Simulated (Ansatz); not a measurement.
La₃, relaxed as a quartet with UKS PBE0-D4/def2-TZVP in Ansatz, starting from the PBE0-D4/def2-TZVP geometry of the neutral doublet. Force threshold 0.02 eV/Å.

In the def2 sets La takes a core potential; there is no spin–orbit coupling. The charge 0 quartet is spin-contaminated (final ⟨S²⟩ up to 4.23, 3.75 for a pure state). The relaxation made no stability test and no search for a lower SCF solution. The structure comes from a short search, and lower isomers may exist.

Start:

```
atom   x (Å)   y (Å)   z (Å)
 La1  -0.394  -0.760  -1.648
 La2  -1.198   1.254   0.755
 La3   1.592  -0.495   0.893
```

| step | energy (eV) | largest force component (eV/Å) | SCF passes |
| --- | --- | --- | --- |
| 1 | -2573.5686 | 0.167 | 39 |
| 2 | -2573.5747 | 0.055 | 34 |
| 3 | -2573.5759 | 0.022 | 38 |
| 4 | -2573.5763 | 0.005 | 35 |
| 5 | -2573.5763 | 0.000 | 26 |

Force components are those of the run's own axes.

End:

Cartesian coordinates in Å:
```
La -0.384 -0.741 -1.607
La -1.202 1.244 0.734
La 1.586 -0.503 0.873
```

By distances, no bond broke or formed. The bond that changes most is La1–La2, from 3.24 to 3.18 Å (atoms count from 1).

The force fell under the threshold at step 4, but the optimiser went on. No frequencies were taken in this run, so the end may be a saddle point.

Hardware: 4 threads of Arm Neoverse V2 on a shared host. Wall time 17 s.
